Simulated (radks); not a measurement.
The numbers below are computed, except where a source is named.
The tin ion Sn+ inside a hard spherical wall (all orbitals vanish at R), configuration held at [Kr] 4d10 5s2 5p1 and not refilled when levels cross. Code: a radial shooting solver on a logarithmic mesh with Libxc functionals. Model: scalar-relativistic Kohn-Sham, r2SCAN, spin-polarised, spherical densities, finite nucleus; open shells are filled with parallel spins first (spin-orbit coupling, left out, can overturn this in heavy ions); meta-GGA in the generalised Kohn-Sham scheme; Fermi nuclear charge, rms radius 4.6519 fm. Eigenvalues in eV for spin up, with the zero of energy where the potential of the charges vanishes at infinity; a dash marks a level that is unbound or too diffuse for the functional's potential to be trusted. A positive occupied level is held by the wall or, in an anion where self-interaction has pushed it up, behind a barrier. The pressure on the wall is -dE/dV.

R (bohr)  E (hartree)  kinetic (hartree)    e(4p)    e(4d)    e(5s)    e(5p)  e(6s, empty)  e(5d, empty)  pressure (GPa)
free      -6177.63776           6449.943  -100.29  -34.621  -18.597  -10.752             -             -               0
20        -6177.63776           6449.943  -100.29  -34.621  -18.597  -10.752             -             -        < 0.0001
12        -6177.63776           6449.943  -100.29  -34.621  -18.597  -10.752        -3.453        -2.500        < 0.0001
7         -6177.63500           6449.969  -100.17  -34.496  -18.512  -10.616        -0.524        -1.122           0.200
2.5       -6173.92172           6465.432  -80.764  -15.603   15.466   34.235        150.09        69.053            2870
2         -6166.31273           6494.109  -60.234    6.774   69.224   96.522        303.00        143.56           16100
1.5       -6134.11109           6602.581   -0.035   75.761   249.22   289.89        713.46        348.57          135000
